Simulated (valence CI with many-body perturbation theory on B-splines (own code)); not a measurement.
Results of a calculation; reference values are marked as such.
# A CI+MBPT run for Re XII

The program does CI of the valence electrons with many-body perturbation theory for a frozen closed Dirac-Fock core.

Command, and the settings that its task file holds:

```sh
python run_cv.py task.json out
```

```
atom Re  Z=75  mass_number=187  rms_radius_fm=5.3698
core [Kr] 4d10 4f14
valence 5s2 5p2
avg = 1
basis = L
breit = 1
cap = 40000
capref = 1200
cscale = 1
de = 0.0
dress = 0
eps = 2e-08
extrap = 1
h = 0.27
hh = 1
l2 = 3
lcore = 6
maxit = 60
n2 = 5
natural = 1
nlev = 60
nno = [7, 7, 6, 5, 4, 2, 1]
nroot = 26
nsp = [4, 4, 3, 2, 1, 0, 0]
pt2 = 1
qed = 1
rpa = 1
s1 = 1
s2 = 1
s3 = 1
screen = 1
tol = 2e-05
whole = 1
```

(1) What became of the run, and why?

Answers

(1) It gave no result: the closed core is not stable at this nuclear charge, since an empty shell has fallen to the level of a core shell. The program said: "the closed core is unstable against excitation".
